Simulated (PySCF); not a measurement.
The numbers are results of PBE-D3(BJ)/def2-TZVP // PBE0-D3(BJ)/def2-SVP in PySCF, not measurements. Gas-phase values, no solvent. One relaxed conformer stands for a flexible species; it need not be the lowest. Excitations are Tamm–Dancoff values on a coarser integration grid. The basis has no diffuse functions, so Rydberg states are missing or too high.

Reference species (SMILES): `C[O][Sn]([O]C)([O]C)[O]C` (neutral, multiplicity 1).

The S1 oscillator strength comes out as 0.000. The S1 excitation (TDA) is 3.79 eV. The HOMO is -6.34 eV and the HOMO–LUMO gap is 3.69 eV.

Changed species: `C[O][Sn]([SH])([SH])[O]C` (2 of 4 OCH3 replaced by SH; the reference has 0 of 4 OCH3 replaced by SH).

Question: Predict the effect on the S1 oscillator strength, S1 excitation (TDA), HOMO and HOMO–LUMO gap.

Answer: the S1 oscillator strength is nearly the same; the S1 excitation (TDA) falls by 0.11 eV, to 3.68 eV; the HOMO stays essentially unchanged; the HOMO–LUMO gap decreases by 0.12 eV, to 3.57 eV.
